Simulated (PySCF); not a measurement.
A side-by-side comparison of computed properties.

First species: 3-ethylthiophene, C6H8S.
SMILES: `c1cc(CC)cs1`

Second species: trifluorosilane, F3HSi.
SMILES: `F[SiH](F)F`

Levels: CAM-B3LYP/def2-SVPD for dipole moment, HOMO energy, LUMO energy, HOMO–LUMO gap, static isotropic polarisability and electronic spatial extent ⟨r²⟩ about the centre of nuclear charge; TDDFT CAM-B3LYP/def2-SVPD for lowest singlet excitation; TDA CAM-B3LYP/def2-SVPD for lowest triplet excitation (Tamm–Dancoff); ΔSCF CAM-B3LYP/def2-SVPD for vertical ionisation energy. Geometries: PBE0-D3(BJ)/def2-SVP. Each structure is a single optimised conformer of the isolated species, non-relativistic unless stated. Electronic properties by PySCF.

The conformers computed, where there is a choice (atom-mapped SMILES and torsion angles):
- `[CH3:1][CH2:2][c:3]1[cH:4][cH:5][s:6][cH:7]1`: C1–C2–C3–C4 74°

```csv
property,column X,column Y
dipole moment,1.66 D,0.92 D
HOMO energy,-12.96 eV,-7.96 eV
LUMO energy,1.09 eV,0.73 eV
HOMO–LUMO gap,14.05 eV,8.69 eV
lowest singlet excitation,10.66 eV,5.72 eV
lowest triplet excitation (Tamm–Dancoff),9.67 eV,3.78 eV
static isotropic polarisability,24.5 au,87.5 au
vertical ionisation energy,14.48 eV,8.64 eV
electronic spatial extent ⟨r²⟩ about the centre of nuclear charge,302 bohr²,1005 bohr²
```

Q: Which column belongs to which species?

A: Column X is the second species and column Y the first. The first has 15 atoms and 60 electrons, the second 5 and 42.

Q: How does each property change from the first species to the second?

A: dipole moment +0.74 D; HOMO energy -5.00 eV; LUMO energy +0.36 eV; HOMO–LUMO gap +5.36 eV; lowest singlet excitation +4.94 eV; lowest triplet excitation (Tamm–Dancoff) +5.89 eV; static isotropic polarisability -63.0 au; vertical ionisation energy +5.84 eV; electronic spatial extent ⟨r²⟩ about the centre of nuclear charge -703 bohr².

On the first: The vertical singlet–triplet gap S1 − T1 is 1.94 eV (TDDFT singlet less Tamm–Dancoff triplet; S1: HOMO→LUMO, weight 0.81; T1: HOMO→LUMO, weight 0.81). The polarisability is 12.96 Å³ as a volume (1 au = 0.148185 Å³), or 1.46 au for each of the 60 electrons.

On the second: A dipole of 1.66 D is allowed in C3v, and pure rotational transitions are dipole-allowed. The ΔSCF ionisation energy exceeds −ε(HOMO) by 1.52 eV with CAM-B3LYP.
